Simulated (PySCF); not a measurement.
# Pb⁺: excitation energy

Pb⁺ [Xe] 4f14 5d10 6s2 6p1 (2P) → Pb⁺ [Xe] 4f14 5d10 6s2 7s1 (2S), as a difference of total energies. Computed with PySCF 2.14 in aug-cc-pwCVTZ-PP with ECP60MDF (8s7p6d4f1g, 96 functions), with a scalar-relativistic core potential. Correlated levels: valence: 5s2 5p6 5d10 frozen; valence and next inner shell: nothing frozen outside the core potential. The calculations carry no spin-orbit coupling.

| method | excitation energy (eV) |
| --- | --- |
| UHF | 5.939 |
| LDA | 6.045 |
| PBE | 5.876 |
| PBE0 | 5.989 |
| r2SCAN | 6.111 |
| TPSSh | 5.945 |
| wB97M-V | 6.088 |
| B97-3 | 5.987 |
| r2SCANh | 6.140 |
| MP2 (valence) | 5.947 |
| SCS-MP2 (valence) | 5.961 |
| MP2 (valence and next inner shell) | 5.964 |
| SCS-MP2 (valence and next inner shell) | 5.931 |

Q: How much does correlation contribute at MP2 (valence and next inner shell)?

A: 5.964 − (5.939) = 0.025 eV, measured against UHF.

Errors of the correlated levels include the incompleteness of this basis and the frozen core.

For comparison: 6.207 eV (measured; NIST levels, between the centres of gravity of the two terms).
